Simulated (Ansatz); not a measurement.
A single point on CH₅BInNS.

```yaml
crystal:
  periodic: [false, false, false]
  atoms:
    - {symbol: N, position_ang: [-1.816395, -0.871998, 1.072596]}
    - {symbol: C, position_ang: [-0.892449, -0.708922, 0.337085]}
    - {symbol: S, position_ang: [1.861467, -1.370722, -0.105880]}
    - {symbol: B, position_ang: [0.242157, -0.557738, -0.595215]}
    - {symbol: In, position_ang: [0.412554, 1.723566, -0.154981]}
    - {symbol: H, position_ang: [-2.223099, -0.232129, 1.740632]}
    - {symbol: H, position_ang: [1.537028, -2.630271, -0.445510]}
    - {symbol: H, position_ang: [-0.097492, -0.436414, -1.749220]}
    - {symbol: H, position_ang: [-0.910323, 2.610085, 0.535718]}
    - {symbol: H, position_ang: [1.886532, 2.474544, -0.635226]}
basis:
  gaussian: {orbitals: def2-QZVPP}
correlation: {method: mp2}
```

```sh
$ ansatz run in.yaml --threads 4 --pin off --events-out ev --progress --plain --max-ram 10444MiB
```

Shortened log:

```
Functional definition: HF
2866 factors; integrals over basis functions are off by at most 8.7e-4 eV
mean field evaluation 1: about -19226.4960 eV, gradient 3.1e1 eV
mean field evaluation 2: about -19226.6700 eV, gradient 3.1e1 eV
mean field evaluation 4: about -19229.6162 eV, gradient 4.4e0 eV
mean field evaluation 8: about -19229.6927 eV, gradient 4.9e-1 eV
mean field evaluation 16: about -19229.6948 eV, gradient 2.5e-6 eV
mean field -19229.69478303 eV, -706.6782489212 hartree, gradient 2.5e-6 eV, S^2 0.000000; 0 other end points of the search recorded, 0 dependent functions left out
12 core orbitals not correlated: weight in the atoms' cores, before any rotation towards them, 1.000 or more for the frozen orbitals, at most 0.000 for the correlated occupied ones
reference -19229.69478303 eV, -706.6782489212 hartree; 18, 18 occupied and 443, 443 virtual orbitals, 2866 factors
second order -32.01464318 eV of doubles, -0.00000000 eV of singles
Total energy: -19261.70942622 eV, -707.8547653578 hartree
```

Run time 27 s (4 threads of an Arm Neoverse V1 on a shared host); peak host memory 2.9 GiB.
